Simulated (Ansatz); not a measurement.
Mulliken charges of `BB[SiH2]F` from r2SCAN/def2-TZVPP in Ansatz (PBE0-D4/def2-TZVP geometry).

| atom | x (Å) | y (Å) | z (Å) | charge (e) |
| --- | --- | --- | --- | --- |
| B1 | -0.767 | 1.100 | -1.151 | -0.063 |
| B2 | 0.443 | 0.649 | -0.186 | -0.032 |
| Si3 | 0.396 | -1.044 | 0.887 | 0.524 |
| F4 | -0.956 | -1.889 | 0.684 | -0.333 |
| H5 | -0.825 | 0.753 | -2.299 | 0.023 |
| H6 | -1.686 | 1.759 | -0.749 | 0.023 |
| H7 | 1.454 | 1.278 | -0.032 | 0.030 |
| H8 | 1.528 | -1.925 | 0.491 | -0.086 |
| H9 | 0.502 | -0.727 | 2.338 | -0.086 |

By hand: the dipole of these point charges (1 e Å = 4.8032 D).

Σ q r = (0.371, 0.316, 0.001) e Å, of length 0.487 e Å = 2.34 D.

How does the dipole of the full density compare? (An estimate is asked.)

Computed: (0.220, 0.190, -0.001) e Å, 1.40 D; the point charges give 1.67 times that, at 1° from its direction.

Point charges leave out the atoms' own dipoles, such as those of lone pairs, and Mulliken's split depends on the basis, so the two needn't agree.
